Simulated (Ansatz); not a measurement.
`CB[SiH2][AlH2]` + `C[SiH3]` → `[AlH2][SiH2]BC[SiH3]` + CH₄  (formal exchange of groups at a B–C bond)

Computed with Ansatz on PBE0-D4/def2-TZVP structures; ΔE is electronic, products minus reactants. CBS: MP2 limit from def2 TZ/QZ plus the TZ coupled-cluster correction, frozen cores. This one scheme is used for every species. Functionals use def2-TZVPP. B3LYP here is the variant with VWN-RPA as its local correlation; programs differ in this. Each species was taken in one conformer, which may not be the lowest.

```csv
level,ΔE (kJ/mol),difference from CCSD(T)/CBS
PBE-D4,-24.2,-0.6
r2SCAN-D4,-22.9,0.7
PBE0-D4,-23.4,0.2
ωB97X-V,-20.2,3.4
ωB97M-V,-21.8,1.8
PBE,-19.5,4.1
r2SCAN,-21.4,2.2
B3LYP,-15.3,8.3
HF/def2-TZVPP,-11.1,12.5
MP2/def2-TZVPP,-26.5,-2.9
SCS-MP2/def2-TZVPP,-23.2,0.4
CCSD/def2-TZVPP,-21.0,2.6
MP2/def2-QZVPP,-26.4,-2.8
SCS-MP2/def2-QZVPP,-23.1,0.5
MP2/CBS(def2),-26.5,-2.9
CCSD/CBS(def2),-21.0,2.6
CCSD(T)/CBS,-23.6,0
```

Largest T1 diagnostic among the species: 0.014.

The D4 term adds −7.6 kJ/mol with B3LYP and −4.4 kJ/mol with PBE0; it sums over pairs of atoms, weighted by their polarisabilities, and B3LYP, whose exchange is more repulsive, gets the larger term. In def2-TZVPP, CCSD(T) changes the Hartree–Fock value by −12.5 kJ/mol (the triples alone add −2.7 kJ/mol) and MP2 by −15.4 kJ/mol.
